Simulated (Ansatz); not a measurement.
`[NH2][InH][Cl]` + H₂O → `[NH2][InH][OH]` + HCl at 500 K and 1 bar (formal hydrolysis of the In–Cl bond).

Program: Ansatz. Geometries: PBE0-D4/def2-TZVP. ΔE: electronic, gas phase. CCSD(T)/CBS is the MP2 limit (def2-TZVPP, def2-QZVPP) plus CCSD(T) − MP2 in def2-TZVPP, frozen cores. This one scheme is used for every species. def2 core potentials past Kr. For In outer-core shells are correlated without core-valence functions, which leaves a few kJ/mol of doubt a bond. Each species was taken in one conformer, which may not be the lowest.

| species | CCSD(T)/CBS energy (Eh) | H − E (kJ/mol) | S (J/(mol·K)) |
| --- | --- | --- | --- |
| `[NH2][InH][Cl]` | -706.15182 | 119.1 | 366.9 |
| H₂O | -76.37941 | 73.2 | 206.3 |
| `[NH2][InH][OH]` | -322.11394 | 153.0 | 367.3 |
| HCl | -460.38127 | 32.5 | 201.9 |

H − E and S are ideal-gas, rigid-rotor, harmonic terms from PBE0-D4/def2-TZVP, for one conformer and one mirror image of each species. 1 Eh = 2625.50 kJ/mol, R = 8.31446 J/(mol·K).

Question: By hand: ΔE, ΔH, ΔS and ΔG.

Answer: ΔE = (-322.11394) + (-460.38127) − (-706.15182) − (-76.37941) = 0.03602 Eh = 94.6 kJ/mol. Δ(H − E) = 153.0 + 32.5 − 119.1 − 73.2 = -6.8, so ΔH = 87.8 kJ/mol. ΔS = 367.3 + 201.9 − 366.9 − 206.3 = -4.0 J/(mol·K). ΔG = 87.8 − 500 × (-4.0)/1000 = 89.8 kJ/mol.

Question: By hand: the equilibrium constant, and the temperature at which ΔG would vanish if ΔH and ΔS stayed fixed.

Answer: log₁₀ K = −ΔG/(RT ln 10) = -9.4. ΔH and −TΔS have one sign here, so there is no such temperature.

The number of gas molecules stays the same, so ΔS is small and ΔH decides. A doubt of 5 kJ/mol in ΔE shifts log₁₀ K by 0.5 here. Other conformers and mirror images would add mixing entropy, several J/(mol·K) or more a flexible species. These are equilibria of isolated gas molecules and say nothing of rates. Largest T1 diagnostic: 0.016 (customary marks: 0.02 for closed shells, 0.045 for open ones).

ΔS is within the doubt of such terms, so its sign, and with it that verdict, could turn.
